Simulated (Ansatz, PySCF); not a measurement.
Reaction (SMILES): [SiH3][SiH2]Cl → [SiH2][SiH3] + Cl atom (the Cl-Si bond at the site shown breaks; other sites are not compared here)
Geometries: B3LYP-D3(BJ)/def2-TZVP minima from Ansatz (a quantum-chemistry and plane-wave program).
Geometry of the first species:
```
Si
H 1 1.4800
H 1 1.4800 2 108.86
Cl 1 2.0783 2 107.66 3 116.43
Si 1 2.3421 2 111.94 3 -124.28
H 5 1.4812 1 109.60 2 -178.82
H 5 1.4812 6 109.49 1 -120.26
H 5 1.4837 6 109.27 7 -119.64
```
Charge 0, spin multiplicity 1.

Quantity: bond dissociation energy (0 K, with B3LYP-D3(BJ) harmonic zero-point energies from PySCF), in kJ/mol. Correlated levels leave the core frozen unless marked. UHF or UKS for open shells. Spin-orbit coupling is left out. No relativistic terms. CBS(X,Y): correlation extrapolated as X^-3; Hartree-Fock from the larger set. The bracket is a focal-point correction in the basis named.

RI-MP2/CBS(cc-pV(T+d)Z,cc-pV(Q+d)Z)+[CCSD(T)-MP2]/cc-pV(T+d)Z (Ansatz) gives 444.2 kJ/mol.

Problem. Another calculation gave 440.1 kJ/mol. Which level was it?
(A) r2SCAN/def2-TZVPD (Ansatz)
(B) SVWN5/def2-TZVPD (Ansatz)
(C) B97M-V/def2-TZVPD (Ansatz)
(D) B3LYP/def2-TZVPD (Ansatz)

Solution. C, B97M-V/def2-TZVPD (Ansatz). The others give 415.3 (B3LYP), 428.1 (r2SCAN), 490.4 (SVWN5) kJ/mol.
